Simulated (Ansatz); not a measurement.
Job for Ansatz (a program for electronic structure): U-CCSD(T)/def2-SVP on AlFHI (SMILES [F][AlH][I]), a point of a bond scan (R = 1.559 Å). Elements past Kr take the def2 small-core potentials; no spin–orbit coupling. The run froze 15 orbitals, filled d shells among them.

Ansatz 0.2 input:
```yaml
crystal:
  periodic: [false, false, false]
  atoms:
    - {symbol: Al, position_ang: [-0.15957705, -0.93431310, -1.31851792]}
    - {symbol: F, position_ang: [-1.73146193, -1.33495906, -1.60854745]}
    - {symbol: H, position_ang: [0.94831673, -1.46087064, -2.28099515]}
    - {symbol: I, position_ang: [0.31527061, 0.48342589, 0.63959727]}
basis:
  gaussian:
    orbitals: def2-SVP
correlation: {method: ccsd_t, electrons: outside_noble_gas}
scf: {omitted_lower_state_checks: [cluster_reference]}
magnetization: {spin_polarized: true, initial_magnetization: 0}
```

The log:

```
WARN ansatz: RAYON_NUM_THREADS=1 ignored (pool sized by the plan → 1); use --threads N
Functional definition: HF
these checks for a lower state are left out or cut short: cluster_reference
integrals: 0.06 GiB planned
672 factors; integrals over basis functions are off by at most 1.0e-3 eV
mean field: 0.25 GiB planned
mean field evaluation 1: about -17374.4569 eV, gradient 2.1e1 eV
mean field evaluation 2: about -17374.4857 eV, gradient 2.1e1 eV
mean field evaluation 4: about -17376.2937 eV, gradient 1.0e0 eV
mean field evaluation 8: about -17376.3103 eV, gradient 5.7e-5 eV
mean field -17376.31030106 eV, -638.5676254780 hartree, gradient 1.5e-6 eV, S^2 0.000000; 0 other end points of the search recorded, 0 dependent functions left out
15 core orbitals not correlated
reference -17376.31030106 eV, -638.5676254780 hartree; 9, 9 occupied and 39, 39 virtual orbitals, 672 factors
second order -9.31895693 eV of doubles, -0.00000000 eV of singles
coupled cluster: 0.17 GiB planned
cycle   1  -9.58115476 eV  change   -2.6e-1 eV  update   7.7e-2
cycle   2  -9.78860826 eV  change   -2.1e-1 eV  update   2.3e-2
cycle   3  -9.84977186 eV  change   -6.1e-2 eV  update   1.3e-2
cycle   4  -9.84950212 eV  change    2.7e-4 eV  update   3.0e-3
cycle   5  -9.84746402 eV  change    2.0e-3 eV  update   1.2e-3
cycle   6  -9.84734611 eV  change    1.2e-4 eV  update   3.4e-4
cycle   7  -9.84732025 eV  change    2.6e-5 eV  update   9.9e-5
cycle   8  -9.84731086 eV  change    9.4e-6 eV  update   3.1e-5
cycle   9  -9.84731745 eV  change   -6.6e-6 eV  update   9.7e-6
perturbative correction -0.16539561 eV, -0.0060781764 hartree
Total energy: -17386.32301412 eV, -638.9355858960 hartree
Checks for a lower state left out: cluster_reference
```

The calculation finished and met its thresholds.

Cost: about 7 core-seconds (a rough figure).
